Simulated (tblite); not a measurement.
Compound: C4H9AlFN.
SMILES with atom numbers: `[CH2:1]=[CH:2][CH2:3][Al:4]([F:5])[NH:6][CH3:7]` (hydrogens: H8, H9 on C1; H10 on C2; H11, H12 on C3; H13 on N6; H14, H15, H16 on C7)

Computed with GFN2-xTB (tblite), gas phase: L-BFGS steps from a force-field or distance-geometry start until the largest atomic force falls under 0.01 eV/Å.

Step 0: E = -595.8914 eV
```
atom  x, y, z in Å  |  force x, y, z in eV/Å
C1      2.1479    0.9068    0.3187   -0.579   0.020  -0.988
C2      1.4261    0.3135   -0.6510    0.963  -0.048   1.585
C3      1.0274   -1.1333   -0.5316   -0.147   0.089  -0.718
Al4    -0.4712   -1.3649    0.7733   -1.160  -1.033   1.965
F5     -0.2415   -2.4539    2.2114   -0.294   1.441  -1.939
N6     -2.1574   -0.4777    0.5171    1.531  -0.943  -0.136
C7     -1.9676    0.9737    0.4805   -0.275   0.451   0.188
H8      2.4342    1.9547    0.2157   -0.006  -0.489   0.204
H9      2.4379    0.3683    1.2170   -0.075   0.216  -0.259
H10     1.1547    0.8702   -1.5251   -0.152   0.037  -0.252
H11     1.8835   -1.7603   -0.2461   -0.110   0.157  -0.133
H12     0.6424   -1.4802   -1.5196    0.361   0.046   0.419
H13    -2.5202   -0.7755   -0.4039   -0.119   0.210   0.542
H14    -2.9524    1.4608    0.3597    0.285  -0.087   0.012
H15    -1.5262    1.3375    1.4395   -0.213  -0.357  -0.710
H16    -1.3254    1.2693   -0.3586   -0.011   0.290   0.223
```

Step 1: E = -596.1194 eV
```
atom  x, y, z in Å  |  force x, y, z in eV/Å
C1      2.1396    0.9071    0.3046    0.600   0.507   0.872
C2      1.4398    0.3128   -0.6283   -0.522  -0.536  -0.843
C3      1.0253   -1.1320   -0.5418   -0.111   0.089   0.123
Al4    -0.4877   -1.3796    0.8013   -0.692  -0.681   1.144
F5     -0.2457   -2.4333    2.1837   -0.255   1.090  -1.447
N6     -2.1356   -0.4911    0.5152    1.208  -0.326  -0.074
C7     -1.9715    0.9801    0.4832   -0.015  -0.142  -0.077
H8      2.4341    1.9477    0.2186    0.006  -0.275   0.113
H9      2.4369    0.3714    1.2133   -0.117   0.306  -0.392
H10     1.1525    0.8708   -1.5287    0.051  -0.300   0.344
H11     1.8819   -1.7581   -0.2480   -0.159   0.146  -0.144
H12     0.6476   -1.4796   -1.5136    0.228   0.025   0.065
H13    -2.5219   -0.7725   -0.3961   -0.106   0.100   0.450
H14    -2.9483    1.4595    0.3599    0.041  -0.061   0.004
H15    -1.5292    1.3324    1.4294   -0.098  -0.210  -0.381
H16    -1.3255    1.2734   -0.3554   -0.061   0.267   0.242
```

Task: Estimate the geometry and energy of step 2. (The exact step hangs on the optimiser's Hessian estimate; all steps are aligned on step 1, rigid shifts and turns removed.)

Result: E = -596.2624 eV, largest force 1.194 eV/Å
```
atom  x, y, z in Å  |  force x, y, z in eV/Å
C1      2.1460    0.9187    0.3120   -0.335  -0.662  -0.224
C2      1.4399    0.3001   -0.6278    0.006   0.321  -0.171
C3      1.0210   -1.1290   -0.5479   -0.182  -0.079   0.819
Al4    -0.5175   -1.4076    0.8511   -0.115   0.578  -1.038
F5     -0.2550   -2.3911    2.1274    0.024  -0.257   0.345
N6     -2.0897   -0.5100    0.5119    0.406   0.474  -0.145
C7     -1.9753    0.9825    0.4838    0.251  -0.710  -0.341
H8      2.4342    1.9356    0.2237    0.192   0.474   0.007
H9      2.4333    0.3809    1.2013    0.055   0.075   0.094
H10     1.1518    0.8645   -1.5241    0.047  -0.298   0.325
H11     1.8770   -1.7529   -0.2528   -0.131   0.092  -0.077
H12     0.6572   -1.4784   -1.5071    0.008  -0.068  -0.277
H13    -2.5257   -0.7677   -0.3794   -0.039  -0.074   0.402
H14    -2.9439    1.4571    0.3601   -0.226  -0.111  -0.009
H15    -1.5340    1.3233    1.4121    0.099   0.011   0.140
H16    -1.3270    1.2830   -0.3472   -0.060   0.233   0.151
```

The energy changes by -0.1430 eV. The first-order estimate −F·Δx gives -0.3531 eV and the mean of the old and new forces, exact on a quadratic surface, -0.1242 eV. The step makes an angle of 25° with the force vector and moves no atom by more than 0.071 Å.

What follows is the cost of the whole relaxation. The run took 3.4 s on one thread, Intel Xeon at 2.50 GHz (x86_64), on a shared host.
